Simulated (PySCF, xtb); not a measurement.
CH11NSi3, SMILES C[SiH2]N[SiH2][SiH3]. The values are those of a single conformer.

Harmonic wavenumbers (cm⁻¹) from GFN2-xTB in xtb 6.7.1 at its own minimum, in rising order: 22, 29, 54, 82, 127, 163, 214, 238, 376, 439, 474, 480, 484, 558, 618, 674, 699, 729, 767, 790, 801, 815, 824, 828, 838, 858, 975, 1202, 1376, 1494, 1501, 2129, 2189, 2193, 2205, 2219, 2237, 2238, 3035, 3039, 3055, 3475.

What does PySCF 2.14.0 with PBE-D3(BJ)/def2-SVP give at its own minimum? (An estimate is asked for; the answer gives what the named calculation found.)

21, 37, 105, 123, 154, 190, 235, 328, 363, 401, 467, 490, 548, 608, 668, 696, 727, 782, 806, 849, 864, 879, 893, 899, 902, 908, 918, 1144, 1215, 1380, 1382, 2130, 2136, 2147, 2148, 2152, 2158, 2166, 2970, 3071, 3073, 3497. Paired by order, the mean absolute difference is 50 cm⁻¹ and the zero-point energies are 68.0 and 68.1 kcal/mol.
